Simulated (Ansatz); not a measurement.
The same atomization along the group B, Al, Ga, In.

Calculated with Ansatz (gas phase, PBE0-D4/def2-TZVP geometries, no zero-point term in ΔE). CBS: MP2 limit from def2 TZ/QZ plus the TZ coupled-cluster correction, frozen cores. This one scheme is used for every species, atoms too. DFT in def2-TZVPP. B3LYP here is the variant with VWN-RPA as its local correlation; programs differ in this. Open shells (•) are unrestricted, without spin–orbit coupling. Spin–orbit coupling would lower the free atoms: a little for Al, B, C, F; clearly for Ga; strongly for In. def2 core potentials past Kr. For Ga, In outer-core shells are correlated without core-valence functions, so the limit isn't a true one: a few kJ/mol of doubt a bond, and 10 to 20 or more in all where bonds break to atoms. Scalar relativity is left out up to krypton.

```
                                  reaction  CCSD/CBS(def2) (kJ/mol)  PBE0-D4 (kJ/mol)  B3LYP-D4 (kJ/mol)  B2PLYP (kJ/mol)
          `N#CB(F)F` → C• + 2 F• + B• + N•                     2498              2580               2572             2570
`N#[C][Al]([F])[F]` → C• + 2 F• + Al• + N•                     2333              2348               2361             2371
`N#[C][Ga]([F])[F]` → C• + 2 F• + Ga• + N•                     2033              2069               2059             2080
`N#[C][In]([F])[F]` → C• + 2 F• + In• + N•                     1875              1904               1896             1906
```

Task: Give the CCSD(T)/CBS values in the same order. (Estimate.)

Result: The calculation gave: 2560, 2391, 2094, 1940 kJ/mol.

Largest T1 diagnostic: 0.018, for Al•.

For atomizations the MP2-based limit and the directly extrapolated one differ by several kJ/mol either way, and by 10 to 25 for some Ge, Se and Sn compounds, so smaller differences from it don't rank the levels.
